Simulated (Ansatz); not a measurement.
# Ligand exchange: Cd(CH3)(SH) + GaH2(SH) → Cd(SH)2 + GaH2(CH3)

Species: Cd(CH3)(SH), singlet; GaH2(SH), singlet; Cd(SH)2, singlet; GaH2(CH3), singlet. The partners trade CH3 for SH: Cd–CH3 and Ga–SH bonds give way to Cd–SH and Ga–CH3.

Shapes, held fixed at every level: PBE0-D4/def2-TZVP. Programs: Ansatz 0.2.0. Electronic energies: no zero-point or thermal term.

```csv
level,kind,ΔE (kJ/mol),less CCSD(T)/def2-TZVPP,CPU time (sum over the molecules)
SPW92/def2-TZVPP,LDA,+17.4,+3.8,8.3 s
PBE-D4/def2-TZVPP,GGA,+14.1,+0.5,17 s
B3LYP-D4/def2-TZVPP,global hybrid,+10.1,-3.5,30 s
BHLYP-D4/def2-TZVPP,global hybrid,+4.8,-8.8,21 s
wB97M-V/def2-TZVPP,range-separated hybrid,+7.0,-6.6,75 s
wB97X-V/def2-TZVPP,range-separated hybrid,+6.6,-7.0,61 s
MP2/def2-TZVPP,perturbation theory,+16.6,+3.0,–
CCSD(T)/def2-TZVPP,coupled cluster or CI,+13.6,0.0,7.2 min
```

The highest level, CCSD(T)/def2-TZVPP, gives ΔE = +13.6 kJ/mol; the levels span +4.8 to +17.4. The column of differences is taken from that level and isn't an error. No measured value is set beside it here. For atoms past krypton def2 sets carry core potentials with scalar relativity. Relativity is left out for Ga unless named. Correlated rows may include outer-core shells of Cd, Ga, which these sets cover unevenly. Times are processor times on shared x86 and Arm servers, and rough.
